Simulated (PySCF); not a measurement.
**Vibration and rotation of AsN⁺**

UHF-CCSD(T) constants of AsN⁺, ²Π (doublet), unpaired electrons π ↑ (basis As 6-31G(d,p), N 6-31G(d,p); no relativity; PySCF 2.14; masses 74.9216 and 14.0031 u):

```
ωe              : 864.8 cm⁻¹
ωexe            : 6.51 cm⁻¹
Be              : 0.4805 cm⁻¹
αe              : 0.00401 cm⁻¹
D (centrifugal) : 5.93e-07 cm⁻¹
De to As⁺ + N   : 2.61 eV
```

Problem. Give the vibrational terms G(v) and spacings up to v = 6.

Solution. G(v) = ωe(v+½) − ωexe(v+½)².

| v | G(v) (cm⁻¹) | G(v) − G(v−1) | Bv (cm⁻¹) |
| --- | --- | --- | --- |
| 0 | 430.8 |  | 0.4785 |
| 1 | 1282.6 | 851.8 | 0.4745 |
| 2 | 2121.3 | 838.8 | 0.4705 |
| 3 | 2947.1 | 825.7 | 0.4665 |
| 4 | 3759.8 | 812.7 | 0.4625 |
| 5 | 4559.5 | 799.7 | 0.4584 |
| 6 | 5346.2 | 786.7 | 0.4544 |

Problem. How well does the Morse estimate ωe²/(4ωexe) reproduce De, and what is D0?

Solution. It gives 3.56 eV, 136 % of the computed De. D0 = De − G(0) = 2.61 − 0.05 = 2.56 eV.

Correlated steps freeze 10 core orbitals. Correlated levels converge slowly with the basis: in double zeta they bind strong bonds too weakly, by up to about 1 eV, and carry superposition errors of some tenths. Spin–orbit coupling is left out. For an ion De counts to the pair picked by the measured ionisation energies or electron affinities, which need not be the lowest pair at this level. The state is the lowest determinant that a PBE0 search found; another state may lie lower at other levels.
